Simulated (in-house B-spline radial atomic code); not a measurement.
The numbers below are computed, except where a source is named.
## Weak and strong correlation along the adiabatic connection

Two-electron singlets in several external potentials (atomic units), by full CI in B-splines with partial waves to l = 8 (correlation energies up to 0.6 % small). The repulsion is scaled by λ at fixed density; W(λ) is the mean repulsion less the Hartree energy, W(0) = E_x, and the area under W from 0 to 1 is E_xc.

Relative drop (W(λ) − E_x)/E_x:

| system | λ = 0.12 | λ = 0.25 | λ = 0.4 | λ = 0.6 | λ = 0.8 | λ = 1 |
| --- | --- | --- | --- | --- | --- | --- |
| −V exp(−r²/w²), V = 11.8, w = 3.93 | 0.0143 | 0.0288 | 0.0442 | 0.0628 | 0.0795 | 0.0945 |
| −Z/r, Z = 2, wall at 6 bohr | 0.0110 | 0.0223 | 0.0345 | 0.0497 | 0.0638 | 0.0767 |
| −V exp(−r²/w²), V = 27.8, w = 0.858 | 0.0056 | 0.0115 | 0.0181 | 0.0266 | 0.0347 | 0.0425 |
| −Z/r, Z = 1.25 | 0.0217 | 0.0428 | 0.0645 | 0.0897 | 0.1116 | 0.1305 |
| −Z/r, Z = 8 | 0.0023 | 0.0048 | 0.0077 | 0.0114 | 0.0151 | 0.0186 |
| −Z/r, Z = 0.75, wall at 6 bohr | 0.0278 | 0.0538 | 0.0793 | 0.1077 | 0.1313 | 0.1510 |
| ω²r²/2, ω = 0.0652 | 0.0652 | 0.1152 | 0.1562 | 0.1939 | 0.2202 | 0.2396 |

(1) Order the systems by how far second-order (GL2) theory, half the initial slope (estimated from the first points of each curve), overshoots the correlation energy, least first.
A. ω²r²/2, ω = 0.0652
B. −Z/r, Z = 8
C. −V exp(−r²/w²), V = 27.8, w = 0.858
D. −Z/r, Z = 0.75, wall at 6 bohr
E. −Z/r, Z = 2, wall at 6 bohr
F. −Z/r, Z = 1.25
G. −V exp(−r²/w²), V = 11.8, w = 3.93

(2) What else changes along this order?

Results:

(1) B (GL2/E_c = 1.03), C (GL2/E_c = 1.08), E (GL2/E_c = 1.15), G (GL2/E_c = 1.20), F (GL2/E_c = 1.29), D (GL2/E_c = 1.42), A (GL2/E_c = 2.01).

(2) The ratio follows the bend of the curve. With it the leading natural occupation goes from 1.999 to 1.763 and −T_c/E_c from 0.97 to 0.50 between the first and the last.
